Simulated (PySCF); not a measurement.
EPR parameters of C8H9O

C₈H₉O (doublet state).
SMILES with atom numbers: `[CH2:1][c:2]1[cH:3][cH:4][cH:5][cH:6][c:7]1[CH2:8][OH:9]` (hydrogens: H10, H11 on C1; H12 on C3; H13 on C4; H14 on C5; H15 on C6; H16, H17 on C8; H18 on O9)

Cartesian coordinates in Å at the GFN2-xTB level; atoms count from 1:
```
atom  x, y, z in Å
C1     0.104    2.144    0.014
C2    -0.365    0.848    0.048
C3    -1.765    0.592   -0.040
C4    -2.267   -0.682   -0.009
C5    -1.406   -1.770    0.111
C6    -0.035   -1.555    0.195
C7     0.502   -0.287    0.171
C8     1.995   -0.102    0.267
O9     2.562    0.552   -0.851
H10    1.151    2.373    0.054
H11   -0.581    2.968   -0.076
H12   -2.429    1.438   -0.132
H13   -3.333   -0.848   -0.078
H14   -1.798   -2.775    0.138
H15    0.626   -2.407    0.289
H16    2.245    0.529    1.125
H17    2.474   -1.082    0.411
H18    2.310    0.072   -1.648
```

The hyperfine couplings belong to this conformer and change with its torsions.

Computed with UKS B3LYP, pcH-1 on C H O, non-relativistic, mean-field spin-orbit, GIAO (PySCF). The structure is a single GFN2-xTB conformer in the gas phase; no vibrational or solvent corrections. A GFN2-xTB geometry isn't a minimum of the functional, and hyperfine couplings can be far from their values at a DFT geometry. The SCF solution wasn't tested for stability. ⟨S²⟩ is 0.781 where a pure state has 0.75.

```
g1, g2, g3        : 2.00243, 2.00268, 2.00290
g_iso             : 2.00267
Form of g         : rhombic: the two nearest values differ by 47 % of g3 − g1
⟨S²⟩              : 0.7813 (exact 0.7500)
α and β electrons : 33, 32
```

Isotropic coupling and dipolar principal values T1 to T3, in G (MHz turned into gauss with g_iso; 10 G = 1 mT):

```
atom  isotope  a_iso     T1     T2    T3  Mulliken spin population
  C1      13C   20.5  -20.1  -19.7  39.8                      0.74
  C2      13C  -14.8   -7.6    3.1   4.6                     -0.20
  C3      13C    8.8   -7.0   -6.9  13.9                      0.26
  C4      13C   -7.9   -5.8    2.6   3.2                     -0.14
  C5      13C    9.4   -8.3   -7.7  16.1                      0.30
  C6      13C   -7.8   -5.6    2.5   3.1                     -0.13
  C7      13C    9.1   -6.9   -6.8  13.7                      0.25
  C8      13C   -3.0   -0.2    0.0   0.2                     -0.02
  O9      17O   -0.8   -1.2    0.5   0.7                      0.01
 H10       1H  -16.1   -9.3   -0.3   9.7                     -0.03
 H11       1H  -15.7   -9.3   -0.4   9.6                     -0.03
 H12       1H   -5.9   -2.3   -0.8   3.1                     -0.01
 H13       1H    2.4   -0.9   -0.4   1.3                      0.00
 H14       1H   -6.9   -4.1   -0.1   4.2                     -0.01
 H15       1H    2.3   -0.9   -0.4   1.2                      0.00
 H16       1H    4.6   -0.9   -0.4   1.3                      0.01
 H17       1H    0.3   -0.6   -0.5   1.1                      0.00
 H18       1H   -0.4   -0.6   -0.4   1.0                      0.00
```

Largest spin populations (Mulliken): C1 (+0.74), C5 (+0.30), C3 (+0.26) and C7 (+0.25). Four atoms exceed +0.15. The positive populations add up to 1.58 and the negative ones to -0.58, together 2S = 1. The angles at C1 add up to 360.0°, so it is planar; its axial dipolar tensor and the negative couplings of its protons fit spin in a p orbital normal to that plane.

Axes: g2 points within 12° of the C1–H11 bond.

Under fast tumbling the dipolar parts average out, and these isotropic splittings remain (the largest six): 1 × 1H (H10, I = 1/2, 2 lines) with 1.61 mT, 1 × 1H (H11, I = 1/2, 2 lines) with 1.57 mT, 1 × 1H (H14, I = 1/2, 2 lines) with 0.69 mT, 1 × 1H (H12, I = 1/2, 2 lines) with 0.59 mT, 1 × 1H (H13, I = 1/2, 2 lines) with 0.24 mT and 2 × 1H (H16/H17, I = 1/2, 3 lines) with 0.24 mT.

Means are taken over nuclei equivalent by connectivity, which assumes that they swap fast. H10 and H11 aren't averaged: C1 is flat or nearly so (angle sum 360°), and its turn about the short C1–C2 bond (1.38 Å) is taken as slow. The 1H value of +6.7 MHz is a mean of couplings from 0.7 to 12.8 MHz in this one geometry, not an average over conformers.

The 13C coupling of C1 (57.6 MHz) shows only in satellite lines or after enrichment, since that isotope makes up about 1.07 % of natural carbon.
